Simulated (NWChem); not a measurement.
System: NH$_{4}$ cation; SMILES [NH4+]

Input file for NWChem:

```
start job
memory heap 200 mb stack 900 mb global 1100 mb
charge 1
geometry units angstroms noautosym nocenter noautoz
  N      0.000000     0.000000     0.000000
  H     -0.590962    -0.590962    -0.590962
  H      0.590962     0.590962    -0.590962
  H     -0.590962     0.590962     0.590962
  H      0.590962    -0.590962     0.590962
end
basis spherical
  * library def2-svp
end
dft
  xc pbe0
  iterations 150
end
cosmo
  do_cosmo_smd true
  solvent dcm
end
task dft energy
```

Parts of the log:

```
             Northwest Computational Chemistry Package (NWChem) 7.3.0
             --------------------------------------------------------

                             Geometry "geometry" -> ""
                             -------------------------

 Output coordinates in angstroms (scale by  1.889725989 to convert to a.u.)

  No.       Tag          Charge          X              Y              Z
 ---- ---------------- ---------- -------------- -------------- --------------
    1 N                    7.0000     0.00000000     0.00000000     0.00000000
    2 H                    1.0000    -0.59096200    -0.59096200    -0.59096200
    3 H                    1.0000     0.59096200     0.59096200    -0.59096200
    4 H                    1.0000    -0.59096200     0.59096200     0.59096200
    5 H                    1.0000     0.59096200    -0.59096200     0.59096200

 Effective nuclear repulsion energy (a.u.)      16.3752187520

                                 NWChem DFT Module
                                 -----------------

 Summary of "ao basis" -> "ao basis" (spherical)
 ------------------------------------------------------------------------------
       Tag                 Description            Shells   Functions and Types
 ---------------- ------------------------------  ------  ---------------------
 N                          def2-svp                 6       14   3s2p1d
 H                          def2-svp                 3        5   2s1p

 in cosmo_initialize ...
 calling solv_data for solv:dcm

 solvent parameters
 solvname_short: dcm
 solvname_long:  dichloromethane
 dielec:        8.9300
 dielecinf:     2.0283
 nonaqueous SMD model solvent descriptors
 dielec:        8.9300
 sola:          0.1000
 solb:          0.0500
 solc:          0.0000
 solg:         39.1500
 solh:          0.6670
 soln:          1.4242

          ---------------
          -cosmo- solvent
          ---------------
 Cosmo: York-Karplus, doi: 10.1021/jp992097l
 dielectric constant -eps-     =   8.93
 screen = (eps-1)/(eps    )    =   0.88802
 surface charge correction     = lagrangian

   van der Waals surface
 --------------------------

[...]

                                COSMO-SMD solvation results
                                ---------------------------

             internal energy in gas <Psi(g)|H|Psi(g)> =       -56.788525785997
         internal energy in solvent <Psi(s)|H|Psi(s)> =       -56.788498418836
                               delta internal energy  =         0.000027367161 (    0.02 kcal/mol)
   total free energy in solvent <Psi(s)|H+V/2|Psi(s)> =       -56.909049065645
 polarization energy contribution <Psi(s)|V/2|Psi(s)> =        -0.120550646808 (  -75.65 kcal/mol)
    total free energy in solvent including G(SMD-CDS) =       -56.907370146119
                       G(SMD-CDS) energy contribution =         0.001678919525 (    1.05 kcal/mol)
     1 M fixed-concentration free energy of solvation =        -0.118844360122 (  -74.58 kcal/mol)

                       DFT Final Molecular Orbital Analysis
                       ------------------------------------

 Vector    3  Occ=2.000000D+00  E=-6.009666D-01
              MO Center= -1.3D-02,  1.4D-02,  2.1D-01, r^2= 8.6D-01
   Bfn.  Coefficient  Atom+Function         Bfn.  Coefficient  Atom+Function
  ----- ------------  ---------------      ----- ------------  ---------------
     4      0.368802  1 N  px                 5     -0.345957  1 N  py
    25      0.315668  4 H  s                 30     -0.295477  5 H  s
     7     -0.165404  1 N  px                 8      0.155158  1 N  py
    26      0.049765  4 H  s                 31     -0.046582  5 H  s

 Vector    4  Occ=2.000000D+00  E=-6.009666D-01
              MO Center=  1.5D-01,  1.2D-01, -6.7D-02, r^2= 8.6D-01
   Bfn.  Coefficient  Atom+Function         Bfn.  Coefficient  Atom+Function
  ----- ------------  ---------------      ----- ------------  ---------------
     6      0.413951  1 N  pz                20      0.352291  3 H  s
     5     -0.225272  1 N  py                30     -0.194269  5 H  s
     4     -0.184813  1 N  px                 9     -0.185653  1 N  pz
    25     -0.159675  4 H  s                  8      0.101033  1 N  py
     7      0.082887  1 N  px                21      0.055538  3 H  s

 Vector    5  Occ=2.000000D+00  E=-6.009666D-01
              MO Center= -1.4D-01, -1.4D-01, -1.4D-01, r^2= 8.5D-01
   Bfn.  Coefficient  Atom+Function         Bfn.  Coefficient  Atom+Function
  ----- ------------  ---------------      ----- ------------  ---------------
    15      0.374844  2 H  s                  4      0.293407  1 N  px
     5      0.292959  1 N  py                 6      0.290423  1 N  pz
     7     -0.131591  1 N  px                 8     -0.131389  1 N  py
     9     -0.130252  1 N  pz                20     -0.126521  3 H  s
    25     -0.123970  4 H  s                 30     -0.124353  5 H  s

 Vector    6  Occ=0.000000D+00  E= 2.192181D-02
              MO Center=  1.1D-09,  1.1D-09,  1.2D-09, r^2= 3.7D+00
   Bfn.  Coefficient  Atom+Function         Bfn.  Coefficient  Atom+Function
  ----- ------------  ---------------      ----- ------------  ---------------
     3      1.465083  1 N  s                 16     -0.592460  2 H  s
    21     -0.592460  3 H  s                 26     -0.592460  4 H  s
    31     -0.592460  5 H  s                  2      0.319181  1 N  s
     1      0.153773  1 N  s                 15     -0.101391  2 H  s
    20     -0.101391  3 H  s                 25     -0.101391  4 H  s

[...]
```

Level: PBE0/def2-SVP, SMD on the gas-phase geometry. All runs use the structure optimised with PBE0-D3(BJ)/def2-TZVP. Solvent: dichloromethane.
